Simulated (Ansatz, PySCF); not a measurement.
C6H13 (SMILES C[CH]CC(C)C), doublet, at a GFN2-xTB geometry. Base run: CAMB3LYP/STO-3G (PySCF).

Here is a job for PySCF.
```python
from pyscf import gto, scf, dft

mol = gto.M(
    atom='''
C     2.41049035   -0.32170320    0.91371510
C     1.57151961   -0.25079038   -0.30065431
C     0.40966998    0.64866289   -0.43689128
C    -0.94297859   -0.10718236   -0.47617380
C    -2.08282331    0.86576106   -0.76064173
C    -1.17964219   -0.84108017    0.83937272
H     2.00808795    0.30595260    1.70571581
H     2.49009629   -1.34802493    1.28583334
H     3.43638330    0.00620230    0.70744873
H     1.79866639   -0.91867284   -1.11540489
H     0.38518179    1.36158618    0.39012731
H     0.48376161    1.21555236   -1.37390764
H    -0.89554694   -0.84346481   -1.28577866
H    -3.03312958    0.33734373   -0.80007415
H    -2.14274236    1.61918421    0.02240389
H    -1.93264884    1.37097698   -1.71238927
H    -1.23336327   -0.13316759    1.66416326
H    -2.11379835   -1.39776809    0.80396475
H    -0.36836326   -1.53770698    1.03553720
''',
    basis='sto-3g',
    spin=1,
    verbose=4,
)

mf = dft.UKS(mol)
mf.xc = 'camb3lyp'
mf.kernel()
```

The same geometry, method and basis name were run in Ansatz (a program for electronic structure) and PySCF, at each program's defaults and at the settings that a row names. The base is PySCF at its defaults. Differences at the defaults can come from grids, fitting, cores and function types together.

```json
[
 {"code and settings": "PySCF, defaults (exact integrals, its default grid, spherical functions)", "ΔE vs base (mEh)": "0.000", "basis functions": "43", "E (Eh)": "-233.43209", "SCF cycles": "9", "dipole (D)": "0.06"},
 {"code and settings": "Ansatz, defaults (factorised integrals, its default grid, spherical functions)", "ΔE vs base (mEh)": "0.010", "basis functions": "43", "E (Eh)": "-233.43208", "SCF cycles": "-", "dipole (D)": "-"},
 {"code and settings": "PySCF, density fitting with def2-universal-jkfit", "ΔE vs base (mEh)": "-1.693", "basis functions": "43", "E (Eh)": "-233.43379", "SCF cycles": "9", "dipole (D)": "0.06"},
 {"code and settings": "PySCF, fine grid", "ΔE vs base (mEh)": "0.005", "basis functions": "43", "E (Eh)": "-233.43209", "SCF cycles": "9", "dipole (D)": "0.06"},
 {"code and settings": "Ansatz, high accuracy", "ΔE vs base (mEh)": "0.005", "basis functions": "43", "E (Eh)": "-233.43209", "SCF cycles": "-", "dipole (D)": "-"}
]
```

Open shells are given as the SCF converged; they aren't shown to be the lowest states, and a large step between rows can be another state.
